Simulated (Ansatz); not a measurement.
Job for Ansatz (a first-principles code): R-B2PLYP/def2-TZVPP on CH2F2 (SMILES FCF).

Ansatz 0.2 input:
```yaml
crystal:
  periodic: [false, false, false]
  atoms:
    - {symbol: F, position_ang: [-1.08346689, -0.74668243, -0.06750919]}
    - {symbol: C, position_ang: [-0.00236135, 0.07785428, 0.00857012]}
    - {symbol: F, position_ang: [1.12665692, -0.67726387, -0.08917004]}
    - {symbol: H, position_ang: [-0.00840545, 0.57358994, 0.98079545]}
    - {symbol: H, position_ang: [-0.03242322, 0.77240209, -0.83268633]}
basis:
  gaussian:
    orbitals: def2-TZVPP
hamiltonian:
  xc: {name: B2PLYP}
magnetization: {spin_polarized: false}
correlation: {electrons: outside_noble_gas}
scf: {lower_state_search: off}
```

### Question
Give the final energy of this run.

### Answer
-238.9519 hartree.
